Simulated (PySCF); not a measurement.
## Electronic structure of Ga³⁺ (gallium, charge +3) at the M06-2X level

Configuration: [Ar] 3d10, closed-shell 1S. Computed with PySCF 2.14 in 6-31G*, with the non-relativistic Hamiltonian (point nucleus).

| Item | Value |
| --- | --- |
| Total energy | -1922.450 hartree |
| One-electron energy | -2646.162 hartree |
| Hartree (Coulomb) energy | 797.994 hartree |
| Exchange-correlation energy | -74.281 hartree |
| Kinetic energy | 1920.14665 hartree |
| ⟨S²⟩ | 0.0000 |
| ⟨L²⟩ | 0.000 |
| Sum of ⟨r⟩ | 14.94 bohr |
| Sum of ⟨r²⟩ | 12.50 bohr² |
| Density at the nucleus (Gaussians lack the cusp) | 19200 bohr⁻³ |
| Langevin diamagnetic susceptibility | -9.90 ×10⁻⁶ cm³/mol |
| Time after the integrals | 0.37 s of wall time on 1 thread of INTEL(R) XEON(R) PLATINUM 8581C CPU @ 2.10GHz (shared host) |

```
shell  electrons  mean orbital energy (eV)  rms radius, mean of both spins (bohr)
   1s          2                  -10230.8                                 0.0572
   2s          2                   -1302.6                                  0.240
   2p          6                   -1160.1                                  0.212
   3s          2                   -190.38                                  0.711
   3p          6                   -143.39                                  0.741
   3d         10                   -60.162                                  0.883
```
